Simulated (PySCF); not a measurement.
# Dipole response of Pb²⁺ (lead, charge +2)

[Xe] 4f14 5d10 6s2, closed-shell 1S. Computed with PySCF 2.14 in aug-cc-pwCVTZ-PP with ECP60MDF, with scalar relativity through the core potential. Coupled (time-dependent) response in atomic units; α is the mean over directions.

| method | mean α (bohr³) | C₆ (like pair) | S(−4) |
| --- | --- | --- | --- |
| wB97M-V | 14.30 | 98.83 | 59.60 |

S(−4) is the Cauchy moment in α(ω) = α(0) + S(−4) ω² + …

α(iu) at wB97M-V:

```
u (hartree)  α(iu) (bohr³)
          0          14.30
     0.0500          14.16
      0.100          13.74
      0.200          12.36
      0.300          10.76
      0.500          8.052
      0.750          5.923
       1.00          4.624
       1.50          3.128
       2.00          2.281
       3.00          1.365
       5.00         0.6339
```

For an ion, C₆ is the dispersion term alone; charge-induced terms of lower order in 1/R come first.

Energies and moments cover only the electrons outside the core potential. Spin-orbit coupling, which splits the p, d and f shells strongly at this Z, is absent.
